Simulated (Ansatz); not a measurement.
Consider the hydrogenolysis of the Al–S bond: `[SH][Al]([Br])[Br]` + H₂ → `[Br][AlH][Br]` + H₂S.

Program: Ansatz. Geometries: PBE0-D4/def2-TZVP. ΔE: electronic, gas phase. CCSD(T)/CBS is the MP2 limit (def2-TZVPP, def2-QZVPP) plus CCSD(T) − MP2 in def2-TZVPP, frozen cores. This one scheme is used for every species. Functionals use def2-TZVPP. B3LYP here is the variant with VWN-RPA as its local correlation; programs differ in this. HSE06 is defined as in plane-wave codes. For Br outer-core shells are correlated without core-valence functions, which leaves a few kJ/mol of doubt a bond. Scalar relativity is left out up to krypton. Each species was taken in one conformer, which may not be the lowest.

Q: Is it downhill or uphill in electronic energy at CCSD(T)/CBS, and by how much? (An estimate is asked.)

A: The calculation gave: Uphill: ΔE = +94.6 kJ/mol.

Q: What do these levels give: BLYP-D4, r2SCAN-D4, B3LYP-D4, PBE-QIDH, HSE06, CCSD/CBS(def2)? (An estimate is asked.)

A: Ansatz gave: BLYP-D4 93.2, r2SCAN-D4 99.1, B3LYP-D4 91.4, PBE-QIDH 94.0, HSE06 88.6, CCSD/CBS(def2) 89.4 kJ/mol.

Largest T1 diagnostic among the species: 0.009.

At CCSD(T), def2-SVP lies −13.9 kJ/mol from the extrapolated value and def2-TZVPP −4.1 kJ/mol. In def2-TZVPP, CCSD(T) changes the Hartree–Fock value by +20.0 kJ/mol (the triples alone add +5.3 kJ/mol) and MP2 by +30.7 kJ/mol. The D4 term adds +10.5 kJ/mol with B3LYP and +5.7 kJ/mol with PBE0; it sums over pairs of atoms, weighted by their polarisabilities, and B3LYP, whose exchange is more repulsive, gets the larger term.
